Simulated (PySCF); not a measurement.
A single-point calculation

Yb(OH)3 (singlet in the valence; each metal's 4f electrons, 13 of them, lie in its core potential, out of spins and levels). PySCF 2.14.0, RKS BP86, Yb lcecp-1-SVP with ECP59, O def2-SVP, H def2-SVP; non-relativistic Hamiltonian with scalar-relativistic core potentials where named; density fitting; no spin-orbit coupling. Purpose: level BP86.

```python
mol = gto.M(atom='''
Yb    -0.00000    -0.00000     0.13801
O      2.00960     0.00002     0.14370
H      2.97451     0.00003     0.14932
O     -1.00482     1.74036     0.14370
H     -1.48728     2.57599     0.14932
O     -1.00478    -1.74038     0.14370
H     -1.48723    -2.57601     0.14932''',
    basis={'Yb': 'lcecp-1-SVP', 'O': 'def2-SVP', 'H': 'def2-SVP'},
    ecp={'Yb': 'lcecp-1-SVP'},
    charge=0, spin=0)
mf = dft.RKS(mol, xc='B88,P86')
mf.grids.atom_grid = (75, 302)  # f atoms: unpruned, at least (60, 302)
mf = mf.density_fit()  # fitting sets: Yb AutoAux, O def2-universal-JKFIT, H def2-universal-JKFIT
mf.conv_tol = 1e-08; mf.max_cycle = 55
mf.kernel(dm0)  # dm0: converged density of the relaxed state
mf.nuc_grad_method().kernel()
```

Run from Python with OMP_NUM_THREADS=2; the lines above give its settings. Where DIIS fails, smearing, a level shift and second-order steps follow.
It took 5.9 s on 2 threads of Arm Neoverse N1, on a shared host, from an already converged density.

**Question.** Where do the frontier levels lie, over both spins?

**Answer.** HOMO -6.07 eV, LUMO -2.02 eV. The 4f levels lie in the core potential and are missing.

**Question.** What are the Mulliken charges and spins?

**Answer.** 
| atom | charge (e) | spin (e) |
| --- | --- | --- |
| Yb1 | 0.845 | 0.000 |
| O2 | -0.454 | 0.000 |
| H3 | 0.173 | 0.000 |
| O4 | -0.454 | 0.000 |
| H5 | 0.173 | 0.000 |
| O6 | -0.454 | 0.000 |
| H7 | 0.173 | 0.000 |
The spin of the 4f electrons in the core isn't counted.

**Question.** What forces act on the atoms (eV/Å)?

**Answer.** 
```
Yb   0.00  0.00  0.00
O   -0.04  0.00  0.00
H    0.06  0.00  0.00
O    0.02 -0.04  0.00
H   -0.03  0.05  0.00
O    0.02  0.04  0.00
H   -0.03 -0.05  0.00
```
Forces carry noise of the integration grid, about 0.01 to 0.03 eV/Å.

The geometry was relaxed with PBE (Yb lcecp-1-SVP with ECP59, O def2-SVP, H def2-SVP).

An lcecp potential fixes the number of 4f electrons, so in runs with it no electron can move into or out of that shell.
